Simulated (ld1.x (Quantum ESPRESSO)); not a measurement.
**Before and after: TM potential for neodymium**

| Property | Result |
| --- | --- |
| Element | neodymium |
| Generator | ld1.x (Quantum ESPRESSO) 7.5 |
| Type | norm-conserving Troullier–Martins (Kleinman–Bylander form) |
| Functional | PBE |
| Relativity | scalar-relativistic |
| Frozen core | [Kr] 4d10 4f3 |
| Valence charge | 11 |
| Reference configuration | 5s2 5p6 5d0 6s0 6p0 (charge +3) |
| Partial waves | 5p (bound): rc 1.70 bohr; 5d (bound, empty): rc 2.95 bohr; 5s (bound): rc 1.85 bohr |
| Local potential | the s channel |
| Core correction | Bessel-smoothed model core inside 0.80 bohr |

All-electron outer shells of the reference configuration (PBE, scalar-relativistic, ld1.x):

```tsv
shell	level (eV)	outermost node (bohr)	outermost maximum (bohr)
5s	-67.44	0.72	1.31
5p	-48.05	0.77	1.46
4f	-30.78	–	0.65
5d	-24.12	0.87	1.93
6s	-21.33	1.69	3.06
6p	-16.48	1.94	3.55
```

Change: wave 5s (bound): rc 1.85 bohr becomes 5s (bound): rc 2.28 bohr.

Cutoffs: the cutoffs (Ry, on a coarse ladder) from which the occupation-weighted sum of valence levels, in a spherical-Bessel basis at the reference potential, stays within 10 and 1 mRy of its value at 400 Ry; they do not see the model core or the augmentation charge, which bear on the density cutoff. Errors are all-electron minus pseudo energies relative to the spin-unpolarised reference configuration.

Q: What does the change do?

A: The potential gets softer (55 Ry and 80 Ry → 50 Ry and 70 Ry); of the 7 tests that both files solve, the error grows in 6 and shrinks in 0 by more than 15 % and 0.3 meV (median size 191.7 → 1149.9 meV); the range in which the p phases agree widens (upper end -1.0 → 2.6); neither file shows a bound ghost at the reference potential, the only one tested. A larger radius leaves more room for a smooth pseudo-wave, so fewer plane waves are needed. More of the atom is replaced by a form fitted at one configuration, so other configurations suffer.

```csv
quantity,base,changed
"cutoff, loose",55 Ry,50 Ry
"cutoff, tight",80 Ry,70 Ry
loose cutoff by channel (10 mRy a level),"p 30 Ry, s 35 Ry","p 30 Ry, s 15 Ry"
bound ghosts,none,none
"error for 5s2 5p6 5d1 6s2 6p0, meV [ΔE -37.20 eV]",+290,+1670
"error for 5s2 5p6 5d1 6s1 6p0, meV [ΔE -30.93 eV]",+192,+1134
"error for 5s2 5p6 5d1 6s0 6p0, meV [ΔE -19.50 eV]",-29,-30
"error for 5s2 5p6 5d2 6s1 6p0, meV [ΔE -36.05 eV]",+56,+683
"error for 5s2 5p6 5d1 6s1.5 6p0, meV [ΔE -34.68 eV]",+251,+1459
"error for 5s2 5p6 5d1.5 6s1.5 6p0, meV [ΔE -36.67 eV]",+165,+1150
"error for 5s2 5p6 5d0 6s2 6p0, meV [ΔE -30.85 eV]",+534,+2592
s: phases at 3.20 bohr within 0.05 rad from the reference energy up to (Ry; the scan ends near 5),-2.1,-2.6
p: phases at 3.20 bohr within 0.05 rad from the reference energy up to (Ry; the scan ends near 5),-1.0,2.6
d: phases at 3.20 bohr within 0.05 rad from the reference energy up to (Ry; the scan ends near 5),0.4,0.4
```

Base: These tests converged, but a pseudo level misses the all-electron one widely, so the file describes the atom poorly there or has found another state: 5s2 5p6 5d1 6s0 6p0: empty 6p by 7.2 eV.
